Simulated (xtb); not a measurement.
CH₈N₂Si, SMILES C[SiH](N)N. All values are semi-empirical tight-binding results from xtb (GFN2-xTB unless named), good for trends rather than for accurate numbers. Coordinates come from a GFN2-xTB optimisation. Other conformers were not sampled.

Optimised geometry:

```xyz
12

Si    -0.0859    -0.2909    -0.2100
C      1.5773    -0.1797     0.6857
N     -1.2946    -0.3688     1.0244
N     -0.1011     1.0005    -1.3601
H     -0.2795    -1.5042    -1.0048
H      1.6997    -1.0103     1.3718
H      1.6725     0.7382     1.2586
H      2.3969    -0.2121    -0.0231
H     -2.2698    -0.4013     0.7799
H     -1.1688     0.0945     1.9086
H     -0.9050     1.1511    -1.9454
H      0.3636     1.8721    -1.1703
```
Charge 0, spin multiplicity 1.

The point group as xtb finds it is Cs and the orbital gap is 6.46 eV. The dipole moment is 2.14 D, the zero-point energy comes out as 59.7 kcal/mol and the G − E(el) at 298.15 K (modified RRHO) is 40.4 kcal/mol. The static polarisability (D4 model) comes out as 62.5 bohr³ and the solvation energy, GFN2-xTB/ALPB(water) comes out as -3.9 kcal/mol. The solvation energy, GFN2-xTB/ALPB(dmso) is -6.4 kcal/mol.

Give the atomic charges and the Wiberg bond orders between heavy atoms. (Estimate from the structure and the level; the computed values follow.)

charges (e) Si1 0.49, C2 -0.20, N3 -0.41, N4 -0.42, H5 -0.09, H6 0.01, H7 0.01, H8 0.01, H9 0.14, H10 0.15, H11 0.14, H12 0.15. Bond orders Si1–C2 0.87, Si1–N3 1.10, Si1–N4 1.10.
